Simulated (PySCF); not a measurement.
**Electronic structure of Co⁺ (cobalt, charge +1) at the UHF level**

Configuration: [Ar] 3d7 4s1, high-spin 5F determinant (an excited configuration). All numbers are calculated (PySCF 2.14, scalar relativity by spin-free X2C-1e, in x2c-TZVPPall (6s5p4d2f1g, 64 functions)).

* Total energy: -1391.622159 hartree
* One-electron energy: -1918.8387 hartree
* Hartree (Coulomb) energy: 585.7404 hartree
* Exchange energy: -58.5239 hartree
* ⟨S²⟩: 6.0025
* ⟨L²⟩: 12.028
* Sum of ⟨r⟩: 18.25 bohr
* Sum of ⟨r²⟩: 24.44 bohr²
* Langevin diamagnetic susceptibility: -19.4 ×10⁻⁶ cm³/mol

| shell | electrons | mean orbital energy (eV) | spread (eV) | rms radius, mean of both spins (bohr) |
| --- | --- | --- | --- | --- |
| 1s α | 1 | -7785.2 | 0 | 0.0649 |
| 1s β | 1 | -7785.1 | 0 | 0.0649 |
| 2s α | 1 | -975.01 | 0 | 0.276 |
| 2s β | 1 | -972.19 | 0 | 0.276 |
| 2p α | 3 | -832.62 | 0 | 0.249 |
| 2p β | 3 | -829.91 | 0 | 0.249 |
| 3s α | 1 | -138.20 | 0 | 0.831 |
| 3s β | 1 | -130.27 | 0 | 0.831 |
| 3p α | 3 | -95.557 | 0 | 0.890 |
| 3p β | 3 | -86.306 | 0 | 0.890 |
| 3d α | 5 | -27.725 | 1.457 | 1.15 |
| 3d β | 2 | -24.023 | 0 | 1.15 |
| 4s α | 1 | -15.820 | 0 | 2.91 |

Densities and radii are taken from the X2C orbitals without a picture-change correction, which distorts them close to the nucleus.

Spin-orbit constants ζ (cm⁻¹) from the X2C one-electron operator on these orbitals: bare nucleus, nucleus screened by l(l+1)(2l+1)/3 electrons, and screened by the Breit-Pauli mean field of the electrons.

| shell | bare | screened nucleus | mean field |
| --- | --- | --- | --- |
| 2p | 83500 | 77310 | 74470 |
| 3p | 10280 | 9519 | 9110 |
| 3d | 942.5 | 593.4 | 534.2 |

To first order the Landé constant is A = -133.6 cm⁻¹, so the lowest level has J = 5 and lies 0.0993 eV below the centre of the term. This holds in LS coupling only.
